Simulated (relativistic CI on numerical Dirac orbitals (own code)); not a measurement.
**Transition arrays of Lu XXX**

Method of calculation: Dirac-Coulomb-Breit CI, KLI orbitals optimised for each configuration, model QED, valence Slater integrals scaled by 0.9, whole transition arrays (own radial code, finite nucleus).

CI space (outside the closed core [Ar] 3d10 4s2): 4p6 4d6, 4p6 4d5 4f, 4p5 4d7, 4p6 4d5 5p, 4p6 4d5 5f. Levels of other configurations are missing.

All E1 lines from the levels of 4p6 4d6; mean and standard deviation are weighted by gf, and upper levels are sorted by their leading configuration.

```tsv
Upper configuration	Lines	Σgf	Mean (eV)	Mean (nm)	σ (eV)	Strongest line (nm)
4p6 4d5 4f	5934	790.0	219.07	5.660	11.67	5.540
4p5 4d7	1254	351.7	238.78	5.192	14.96	5.225
4p6 4d5 5p	3245	121.8	413.60	2.998	7.95	2.977
4p6 4d5 5f	5470	346.3	572.24	2.167	7.09	2.139
```

Σgf per state of the lower configuration in bins of 0.1 nm over the central range (centre: value): 2.15: 1.54, 2.25: 0.10, 2.85: 0.03, 2.95: 0.30, 3.05: 0.23, 4.85: 0.04, 4.95: 0.16, 5.05: 0.43, 5.15: 0.48, 5.25: 0.41, 5.35: 0.14, 5.45: 0.30, 5.55: 2.16, 5.65: 0.55, 5.75: 0.14, 5.85: 0.07, 5.95: 0.06, 6.05: 0.06, 6.15: 0.06, 6.25: 0.06, 6.35: 0.05, 6.45: 0.05.

Task: How do configuration mixing and the scaling of the Slater integrals move the arrays?

Result: Slater scale 0.9, no configuration mixing: 4p6 4d5 4f 214.1 ± 9.3 eV (Σgf 716.6), 4p5 4d7 204.5 ± 28.4 eV (Σgf 345.1), 4p6 4d5 5p 413.9 ± 7.9 eV (Σgf 135.4), 4p6 4d5 5f 572.2 ± 7.1 eV (Σgf 342.1); Slater scale 1: 4p6 4d5 4f 222.9 ± 12.0 eV (Σgf 792.2), 4p5 4d7 241.8 ± 14.9 eV (Σgf 369.5), 4p6 4d5 5p 413.7 ± 8.2 eV (Σgf 120.2), 4p6 4d5 5f 572.3 ± 7.3 eV (Σgf 346.8); Slater scale 0.8: 4p6 4d5 4f 214.8 ± 10.9 eV (Σgf 750.3), 4p5 4d7 234.6 ± 15.6 eV (Σgf 371.6), 4p6 4d5 5p 413.5 ± 7.8 eV (Σgf 123.4), 4p6 4d5 5f 572.2 ± 6.9 eV (Σgf 345.8). With mixing, levels are counted to their leading configuration, so an array can shrink or vanish into another, and the sums then hold other lines.
